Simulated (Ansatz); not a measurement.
The cluster Pt4Au⁺, relaxed as a singlet with RKS r2SCAN-D4/def2-SVP in Ansatz, starting from the GFN1-xTB geometry. Force threshold 0.02 eV/Å.

In the def2 sets Au, Pt take a core potential; there is no spin–orbit coupling. The structure comes from a short search, and lower isomers may exist.

Start:

```xyz
5

Pt   -0.100   -0.210    1.902
Pt    0.551   -0.139   -0.434
Pt   -1.203    1.492   -0.041
Pt   -1.688   -0.827    0.232
Au    2.440   -0.316   -1.658
```

Estimate the energy that the relaxation releases and the steps that it takes.

103.2 kJ/mol, in 8 steps; 80 s on 4 threads of Intel Xeon on a shared host. No frequencies were taken in this run, so the end may be a saddle point.

Does the start keep its bonding and symmetry?

By distances, no bond broke or formed. The bond that changes most is Pt2–Pt4, from 2.44 to 2.71 Å (atoms count from 1). The end is the same structure that another start reached, the lowest one found. Point group Cs at the start, Cs at the end, both within 0.05 Å.

Predict the relaxed structure.


```xyz
5

Pt    0.086   -0.271    1.771
Pt    0.342   -0.590   -0.711
Pt   -1.030    1.454   -0.199
Pt   -2.041   -0.665    0.573
Au    2.643    0.072   -1.434
```
Bond lengths (bridged metal pairs left out): 6 × Pt–Pt 2.47 to 2.85 Å; 1 × Au–Pt 2.50 Å.
